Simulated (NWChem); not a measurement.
# C3H3N2, doublet; SMILES [c]1ccn[nH]1

Computed with NWChem. Pople sets run with spherical d functions. Spin-unrestricted. In the optimisation the excess spin sits in a' (Cs, its own frame). All runs use the structure optimised with PBE-D3(BJ)/def2-SVP, spin-unrestricted. No stability test was run on the SCF state. Total energies compare along this basis series because the functional is fixed.

```
level                 basis functions  energy (Ha)  highest occupied level (eV)  lowest empty minus highest occupied level, either spin (eV)  dipole (D)
--------------------  ---------------  -----------  ---------------------------  -----------------------------------------------------------  ----------
CAM-B3LYP/STO-3G                   28    -222.4938                          ___                                                          ___         ___
CAM-B3LYP/3-21G                    51    -224.1218                        -8.23                                                         6.41        1.40
CAM-B3LYP/6-31G*                   76    -225.3789                        -8.17                                                         6.38        1.39
CAM-B3LYP/6-31+G*                  96    -225.3919                        -8.55                                                         6.12        1.43
CAM-B3LYP/6-311G**                108    -225.4441                        -8.42                                                         6.26        1.34
CAM-B3LYP/6-311++G**              131    -225.4495                        -8.60                                                         6.13        1.42
```

**Question.** Some entries are withheld; supply them.

**Answer.** 
- CAM-B3LYP/STO-3G, highest occupied level (eV): -6.25
- CAM-B3LYP/STO-3G, lowest empty minus highest occupied level, either spin (eV): 7.11
- CAM-B3LYP/STO-3G, dipole (D): 1.63
